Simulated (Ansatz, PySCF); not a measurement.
Process, species as SMILES: O[B]O[SiH3] → OB(O)[SiH2]
Each molecule is optimised on its own at B3LYP-D3(BJ)/def2-TZVP (Ansatz, a first-principles code), one conformer each, not searched for the lowest.

Quantity: isomerisation energy (enthalpy at 298 K, with B3LYP-D3(BJ) rigid-rotor harmonic-oscillator terms from PySCF), in kcal/mol. Correlated levels leave the core frozen unless marked. Open shells are spin-unrestricted. No spin-orbit coupling. No relativistic terms. CBS marks a two-point X^-3 extrapolation of the correlation energy; Hartree-Fock from the larger set.

Level to compare with: CCSD(T)/CBS(cc-pV(T+d)Z,cc-pV(Q+d)Z) (Ansatz), 9.3 kcal/mol. It is a level with limits of its own, and the differences hold the functionals' basis error too.

Problem. Rank these functionals by how close they come to CCSD(T)/CBS(cc-pV(T+d)Z,cc-pV(Q+d)Z), closest first: SVWN5/def2-TZVPD (Ansatz); BLYP/def2-TZVPD (Ansatz); PBE/def2-TZVPD (Ansatz).

Solution. BLYP/def2-TZVPD (GGA, 8.9 kcal/mol, difference -0.4), PBE/def2-TZVPD (GGA, 3.9 kcal/mol, difference -5.4), SVWN5/def2-TZVPD (LDA, 2.9 kcal/mol, difference -6.4)
